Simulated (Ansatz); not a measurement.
Cl2Te (SMILES Cl[Te]Cl) moved off its minimum; all values from Ansatz (an electronic-structure program), cores frozen in correlated methods. Elements past Kr take the def2 small-core potentials, without spin–orbit coupling.
(charge 0, multiplicity 1)
```xyz
3

Te    -0.02461     0.03202     0.59112
Cl     1.07510     1.57034    -1.08434
Cl    -1.24726    -1.32004    -0.81073
```

Forces at B3LYP/def2-TZVPP (eV/Å):

```tsv
atom	Fx	Fy	Fz
Te1	0.984	1.284	-0.659
Cl2	-0.685	-0.956	1.021
Cl3	-0.299	-0.328	-0.363
```

**Question.** Give the forces (eV/Å), the total energy and the dipole at CCSD(T)/def2-TZVPPD.

**Answer.** 
```
atom      Fx      Fy      Fz
----  ------  ------  ------
Te1    1.004   1.323  -0.794
Cl2   -0.798  -1.106   1.118
Cl3   -0.205  -0.217  -0.324
```
Energy -1186.6258 hartree, dipole 2.31 D.
